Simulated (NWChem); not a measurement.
System meant: SnNH$_{3}$OCl$_{2}$; SMILES [NH2][Sn]([OH])([Cl])[Cl]

NWChem input:

```
start job
memory heap 200 mb stack 900 mb global 1100 mb
geometry units angstroms noautoz
  N      1.698596     0.179516     1.373196
  Sn     0.292218    -0.006249    -0.048021
  O      1.225301     0.115220    -1.771321
  Cl    -1.302352     1.693743     0.056165
  Cl    -0.909265    -2.009169     0.126621
  H      2.627509     0.038535     0.976304
  H      1.570922    -0.479394     2.139608
  H      0.637319     0.359854    -2.496733
end
basis spherical
  N library def2-svp
  Sn library def2-svp
  O library def2-svp
  Cl library def2-svp
  H library def2-svp
end
dft
  xc xpbe96 cpbe96
  iterations 150
  mulliken
end
task dft energy
```

End of the output:

```
             Grid Information
             ----------------
          Grid used for XC integration:  medium
          Radial quadrature: Mura-Knowles
          Angular quadrature: Lebedev.
          Tag              B.-S. Rad. Rad. Pts. Rad. Cut. Ang. Pts.
          ---              ---------- --------- --------- ---------
          N                   0.65       49          11.0       434
          Sn                  1.45      123           9.0       590
          O                   0.60       49          11.0       434
          Cl                  1.00       88          11.0       590
          H                   0.35       45          12.0       434
          Grid pruning is: on
          Number of quadrature shells:   532
          Spatial weights used:  Erf1

          Convergence Information
          -----------------------
          Convergence aids based upon iterative change in
          total energy or number of iterations.
          Levelshifting, if invoked, occurs when the
          HOMO/LUMO gap drops below (HL_TOL):  1.00D-02
          DIIS, if invoked, will attempt to extrapolate
          using up to (NFOCK): 10 stored Fock matrices.

                    Damping( 0%)  Levelshifting(0.5)       DIIS
                  --------------- ------------------- ---------------
          dE  on:    start            ASAP                start
          dE off:    2 iters        150 iters           150 iters

      Screening Tolerance Information
      -------------------------------
          Density screening/tol_rho:  1.00D-10
          AO Gaussian exp screening on grid/accAOfunc:  14
          CD Gaussian exp screening on grid/accCDfunc:  20
          XC Gaussian exp screening on grid/accXCfunc:  20
          Schwarz screening/accCoul:  1.00D-08

      Superposition of Atomic Density Guess
      -------------------------------------

      charge =      50.0 Sn (Tin)

      symmetry species            s     p     d     f
      number of basis functions =10     7     6
      number of cont. functions = 4     4     2
      number of closed shells   = 5     3     2
      number of open shells     = 0     1     0
      open shell occupation     = 0     2     0
 ------------------------------------------------------------------------
 atomscf:atomd: error in atom scf                   0
 ------------------------------------------------------------------------
 ------------------------------------------------------------------------
  current input line :
    25: task dft energy
 ------------------------------------------------------------------------
 ------------------------------------------------------------------------
 This error has not yet been assigned to a category
 ------------------------------------------------------------------------
 For more information see the NWChem manual at https://nwchemgit.github.io

0:atomscf:atomd: error in atom scf:Received an Error in Communication
```

Task: What is wrong, and how is it mended?

Result: The program stopped with an error. Cause: the def2 basis of a heavy element holds valence functions alone and wants its effective core potential (without it all electrons must fit into that basis). This input runs:
```
start job
memory heap 200 mb stack 900 mb global 1100 mb
geometry units angstroms noautoz
  N      1.698596     0.179516     1.373196
  Sn     0.292218    -0.006249    -0.048021
  O      1.225301     0.115220    -1.771321
  Cl    -1.302352     1.693743     0.056165
  Cl    -0.909265    -2.009169     0.126621
  H      2.627509     0.038535     0.976304
  H      1.570922    -0.479394     2.139608
  H      0.637319     0.359854    -2.496733
end
basis spherical
  * library def2-svp
end
ecp
  Sn library def2-ecp
end
dft
  xc xpbe96 cpbe96
  iterations 150
  mulliken
end
task dft energy
```
It converges to -1265.66566 Ha (PBE/def2-SVP with def2 effective core potentials on Sn).
